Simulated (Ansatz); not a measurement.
CH9AlN2Si can be A, `N[SiH2]N[CH2][AlH2]`, or B, `NC[SiH2][NH][AlH2]`.

Gas-phase electronic energies from Ansatz, PBE0-D4/def2-TZVP geometries. CCSD(T)/CBS adds triple-zeta CCSD(T) − MP2 to the extrapolated MP2 energy (def2 sets, frozen cores). DFT in def2-TZVPP. B3LYP here is the variant with VWN-RPA as its local correlation; programs differ in this. One conformer a species, not always the lowest.

(1) Which isomer does CCSD(T)/CBS put lower? Give the gap. (An estimate is asked.)

(2) Give E(B) − E(A) in kcal/mol with CCSD/def2-TZVPP, HF/def2-TZVPP, PBE-D4, PBE0-D4, B3LYP-D4, B2PLYP, CCSD(T)/def2-TZVPP. (Best estimate.)

Largest T1 diagnostic: 0.011.

## Answers

(1) Ansatz gave: B, by 13.2 kcal/mol.

(2) The calculation gave: CCSD/def2-TZVPP -13.7, HF/def2-TZVPP -12.9, PBE-D4 -12.7, PBE0-D4 -12.6, B3LYP-D4 -12.6, B2PLYP -13.1, CCSD(T)/def2-TZVPP -13.9. None reverses the order clearly.

In def2-TZVPP, CCSD(T) changes the Hartree–Fock value by −1.0 kcal/mol (the triples alone add −0.2 kcal/mol) and MP2 by −0.8 kcal/mol.
